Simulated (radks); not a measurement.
The numbers below are computed, except where a source is named.
Excited configurations of the cadmium ion Cd3+: one electron is placed in a higher orbital outside [Kr] 4d8. The ground configuration is [Kr] 4d9. Level of theory: Dirac Kohn-Sham, PBE, spin-unpolarised, spherical densities, finite nucleus; open shells fill j = l - 1/2 first; Fermi nuclear charge, rms radius 4.6087 fm (a radial shooting solver on a logarithmic mesh with Libxc functionals). Excitation = E - E(ground); binding = E(ion) - E, where the ion is the core of charge +4; n* = 4/sqrt(2 binding) in atomic units, and the quantum defect is n - n*.

outer orbital,excitation (eV),binding (eV),n*,quantum defect,<r> (bohr)
5p1/2,22.502,31.199,2.641,2.359,2.533
6s1/2,34.691,19.010,3.384,2.616,4.419
6p1/2,37.443,16.259,3.659,2.341,4.947
6f5/2,46.541,7.160,5.514,0.486,9.969
7s1/2,42.263,11.438,4.363,2.637,7.298
7d3/2,45.822,7.879,5.256,1.744,9.900

The Delta-SCF ionisation energy is 53.701 eV (NIST Atomic Spectra Database: 51 eV, theoretical). Self-interaction in the functional shifts the binding energies and quantum defects, so they are the method's values and not measured ones. Spin polarisation and multiplet splitting are left out, so open shells lie too high by an amount that depends on their filling.

Beside tabulated values, note that spin-unpolarised runs miss the spin-polarisation part of the exchange energy of open shells.
